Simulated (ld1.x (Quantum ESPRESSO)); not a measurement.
# selenium: from the effect back to the setting (TM)

Base potential:

- Element: selenium (Se)
- Generator: ld1.x (Quantum ESPRESSO) 7.5
- Type: norm-conserving Troullier–Martins (Kleinman–Bylander form)
- Functional: PBE
- Relativity: scalar-relativistic
- Frozen core: [Ar] 3d10
- Valence charge: 6
- Reference configuration: 4s2 4p1 (charge +3)
- Partial waves: 4s (bound): rc 1.40 bohr; 4p (bound): rc 1.25 bohr; 4d channel at 0.1 Ry: rc 1.05 bohr
- Local potential: the d channel
- Core correction: a·sin(br)/r model core inside 0.55 bohr

Cutoffs, loose and tight: the cutoffs (Ry, on a coarse ladder) from which the occupation-weighted sum of valence levels, in a spherical-Bessel basis at the reference potential, stays within 10 and 1 mRy of its value at 400 Ry. They do not see the model core or the augmentation charge, which bear on the density cutoff. Test errors are all-electron minus pseudo excitation energies from the reference, over the configurations 4s2 4p4; 4s2 4p3; 4s2 4p2; 4s2 4p0; 4s0 4p6; 4s2 4p3.5; 4s1 4p4; variants that change the core or the reference have their own tests. The largest error is taken over the tests solved by every variant that gives reliable tests at all, those not shown here included: 4s0 4p6; 4s1 4p4; 4s2 4p0; 4s2 4p2; 4s2 4p3; 4s2 4p3.5.

Only the scale of all radii but the core radius (base = 1) is moved (2 further runs of the sweep failed or gave no value and are left out):

```
scale of all radii but the core radius (base = 1)  cutoff, loose  cutoff, tight  bound ghosts  largest test error (meV)
                                             0.99          50 Ry         110 Ry          s, p                       +42
                                             1.06          55 Ry         100 Ry          s, p                       +29
                                             1.24          35 Ry          50 Ry             p                       -24
                                             1.39          30 Ry          45 Ry             p                       -31
```

Problem. One more run gave cutoff, loose: 45 Ry; cutoff, tight: 60 Ry; bound ghosts: s, p; largest test error (meV): -24. Which value of the scale of all radii but the core radius (base = 1) was used?

Solution. 1.17. The tight cutoff moves one way along this sweep, from 110 Ry at 0.99 to 45 Ry at 1.39, which places the run between 1.06 and 1.24.
